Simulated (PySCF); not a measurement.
```xyz
3

Zn     0.0000     0.0000     0.0000
Br     2.2171     0.0449     0.2842
Br    -2.2171    -0.0449    -0.2842
```

Charge 0, multiplicity 1.

Give the Mulliken and meta-Löwdin atomic charges from TPSSh-D3(BJ)/def2-TZVP // TPSS-D3(BJ)/def2-SVP in PySCF 2.14.0.


| atom | Mulliken (e) | meta-Löwdin (e) |
|---|---|---|
| Zn1 | 0.54 | 1.18 |
| Br2 | -0.27 | -0.59 |
| Br3 | -0.27 | -0.59 |
